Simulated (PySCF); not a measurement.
Electron correlation in Pb⁶⁶⁺ (lead, charge +66)

[Ne] 3s2 3p4, high-spin 3P determinant. Computed with PySCF 2.14 in an even-tempered Gaussian basis (16 s from 19 bohr⁻², ratio 2.5; 10 p from 25 bohr⁻², ratio 2.5; 4 d from 100 bohr⁻², ratio 2.7; 4 f from 150 bohr⁻², ratio 2.7), with no relativity, point nucleus. Frozen: 1s2; 14 electrons correlated; the 17 highest virtual orbitals of each spin left out.

| level | correlation energy (mhartree) |
| --- | --- |
| CCSD | -584.31 |
| (T) | -0.74 |
| CCSD(T) | -585.05 |

Diagnostics: T1 = 0.00039, D1 = 0.0019, largest double amplitude 0.017.

Task: Is a single reference adequate?

Result: Yes, within this model without spin-orbit coupling: T1 lies below 0.03 and no double amplitude reaches 0.07.

At this charge a non-relativistic calculation is a model, useful for the Z dependence of the correlation energy.

Spin-orbit coupling is strong in this species, so the high-spin LS determinant is a model state.
